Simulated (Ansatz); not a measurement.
`Cl[CH2][GeH2][SeH]` + SiH₄ → `[SiH3][SeH]` + `Cl[CH2][GeH3]`  (formal exchange of groups at the Se–Ge bond)

Computed with Ansatz on PBE0-D4/def2-TZVP structures; ΔE is electronic, products minus reactants. CCSD(T)/CBS is the MP2 limit (def2-TZVPP, def2-QZVPP) plus CCSD(T) − MP2 in def2-TZVPP, frozen cores. This one scheme is used for every species. DFT in def2-TZVPP. B3LYP here is the variant with VWN-RPA as its local correlation; programs differ in this. For Ge, Se outer-core shells are correlated without core-valence functions, which leaves a few kJ/mol of doubt a bond. Scalar relativity is left out up to krypton. Each species was taken in one conformer, which may not be the lowest.

`Cl[CH2][GeH2][SeH]`:

Z-matrix (Å, degrees):
```
C
Ge 1 1.968
Cl 1 1.776 2 110.7
H 1 1.090 2 110.5 3 119.5
H 1 1.089 2 110.7 3 -119.7
Se 2 2.352 1 110.6 3 64.5
H 2 1.539 1 109.2 3 -174.8
H 2 1.533 1 109.1 3 -52.4
H 6 1.469 2 92.5 1 83.0
```

SiH₄:

Z-matrix (Å, degrees):
```
Si
H 1 1.485
H 1 1.485 2 109.5
H 1 1.485 2 109.5 3 -120.0
H 1 1.485 2 109.5 3 120.0
```

`[SiH3][SeH]`:

Z-matrix (Å, degrees):
```
Si
Se 1 2.279
H 1 1.484 2 111.4
H 1 1.484 2 111.5 3 -122.1
H 1 1.483 2 104.9 3 119.0
H 2 1.469 1 93.0 3 60.4
```

`Cl[CH2][GeH3]`:

```xyz
8

Cl   -1.877   -0.775   -1.007
C    -0.146   -0.366   -0.916
Ge    0.298    0.375    0.851
H     0.419   -1.276   -1.112
H     0.064    0.354   -1.706
H    -0.528    1.647    1.080
H    -0.028   -0.671    1.925
H     1.800    0.711    0.884
```

```json
{"level": "PBE-D4", "ΔE (kJ/mol)": "2.2", "difference from CCSD(T)/CBS": "1.5"}
{"level": "r2SCAN-D4", "ΔE (kJ/mol)": "0.9", "difference from CCSD(T)/CBS": "0.2"}
{"level": "PBE0-D4", "ΔE (kJ/mol)": "1.6", "difference from CCSD(T)/CBS": "0.9"}
{"level": "B3LYP-D4", "ΔE (kJ/mol)": "5.7", "difference from CCSD(T)/CBS": "5.0"}
{"level": "ωB97X-V", "ΔE (kJ/mol)": "1.8", "difference from CCSD(T)/CBS": "1.1"}
{"level": "ωB97M-V", "ΔE (kJ/mol)": "2.1", "difference from CCSD(T)/CBS": "1.4"}
{"level": "B2PLYP", "ΔE (kJ/mol)": "3.0", "difference from CCSD(T)/CBS": "2.3"}
{"level": "PBE", "ΔE (kJ/mol)": "-0.5", "difference from CCSD(T)/CBS": "-1.2"}
{"level": "r2SCAN", "ΔE (kJ/mol)": "0.0", "difference from CCSD(T)/CBS": "-0.7"}
{"level": "PBE0", "ΔE (kJ/mol)": "-1.0", "difference from CCSD(T)/CBS": "-1.7"}
{"level": "B3LYP", "ΔE (kJ/mol)": "1.4", "difference from CCSD(T)/CBS": "0.7"}
{"level": "HF/def2-TZVPP", "ΔE (kJ/mol)": "1.9", "difference from CCSD(T)/CBS": "1.2"}
{"level": "MP2/def2-TZVPP", "ΔE (kJ/mol)": "6.0", "difference from CCSD(T)/CBS": "5.3"}
{"level": "SCS-MP2/def2-TZVPP", "ΔE (kJ/mol)": "5.8", "difference from CCSD(T)/CBS": "5.1"}
{"level": "CCSD/def2-TZVPP", "ΔE (kJ/mol)": "3.9", "difference from CCSD(T)/CBS": "3.2"}
{"level": "CCSD(T)/def2-TZVPP", "ΔE (kJ/mol)": "4.7", "difference from CCSD(T)/CBS": "4.0"}
{"level": "HF/def2-QZVPP", "ΔE (kJ/mol)": "0.7", "difference from CCSD(T)/CBS": "0.0"}
{"level": "MP2/def2-QZVPP", "ΔE (kJ/mol)": "3.3", "difference from CCSD(T)/CBS": "2.6"}
{"level": "SCS-MP2/def2-QZVPP", "ΔE (kJ/mol)": "2.9", "difference from CCSD(T)/CBS": "2.2"}
{"level": "HF/CBS(def2)", "ΔE (kJ/mol)": "0.6", "difference from CCSD(T)/CBS": "-0.1"}
{"level": "MP2/CBS(def2)", "ΔE (kJ/mol)": "2.0", "difference from CCSD(T)/CBS": "1.3"}
{"level": "CCSD/CBS(def2)", "ΔE (kJ/mol)": "-0.1", "difference from CCSD(T)/CBS": "-0.8"}
{"level": "CCSD(T)/CBS", "ΔE (kJ/mol)": "0.7", "difference from CCSD(T)/CBS": "0"}
```

Largest T1 diagnostic among the species: 0.011.

The D4 term adds +4.3 kJ/mol with B3LYP and +2.6 kJ/mol with PBE0; it sums over pairs of atoms, weighted by their polarisabilities, and B3LYP, whose exchange is more repulsive, gets the larger term.
